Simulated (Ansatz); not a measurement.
Energy difference R1 + R2 + 2 R3 → 3 P1 + P2, each structure at its B3LYP-D3(BJ)/def2-TZVP stationary point, reached from a drawn start (curvature not checked).
R1, CH4 (SMILES C) (charge 0, multiplicity 1):
```xyz
5

C      0.000     0.000     0.000
H      0.629     0.629     0.629
H     -0.629    -0.629     0.629
H      0.629    -0.629    -0.629
H     -0.629     0.629    -0.629
```
P1: H2 (SMILES [H][H]), charge 0, multiplicity 1.
R2: NH3 (SMILES N), charge 0, multiplicity 1.
R3: SiH4 (SMILES [SiH4]), charge 0, multiplicity 1.
P2: CH9NSi2 (SMILES C[SiH2]N[SiH3]), charge 0, multiplicity 1.

P less R. No zero-point or thermal terms. One arrangement of each flexible species, with no search for the lowest.

Frozen-core correlation throughout.

Run with Ansatz (Gaussian orbitals). All values are computed, each at the level named.

Total energies in hartree:

```tsv
structure	PBE/def2-TZVPP	r2SCAN/def2-TZVPP	CCSD(T)/cc-pV(T+d)Z
R1	-40.464286	-40.500875	-40.438100
P1	-1.166122	-1.171285	-1.172336
R2	-56.510610	-56.548531	-56.473042
R3	-291.721620	-291.854203	-291.440117
P2	-676.923956	-677.256149	-676.285946
```

**Question.** Work out the reaction energy at each level in kJ/mol (1 hartree = 2625.49964 kJ/mol), and say how far PBE/def2-TZVPP lies from CCSD(T)/cc-pV(T+d)Z.

**Answer.** 
- PBE/def2-TZVPP: 3 × (-1.166122) + (-676.923956) − (-40.464286) − (-56.510610) − 2 × (-291.721620) = -0.004186 hartree = -11.0 kJ/mol
- r2SCAN/def2-TZVPP: 3 × (-1.171285) + (-677.256149) − (-40.500875) − (-56.548531) − 2 × (-291.854203) = -0.012192 hartree = -32.0 kJ/mol
- CCSD(T)/cc-pV(T+d)Z: 3 × (-1.172336) + (-676.285946) − (-40.438100) − (-56.473042) − 2 × (-291.440117) = -0.011578 hartree = -30.4 kJ/mol
PBE/def2-TZVPP less CCSD(T)/cc-pV(T+d)Z: 19.4 kJ/mol. CCSD(T)/cc-pV(T+d)Z is the level counted from, the highest shown, and no exact or measured value.

Ansatz is a quantum-chemistry and plane-wave program.
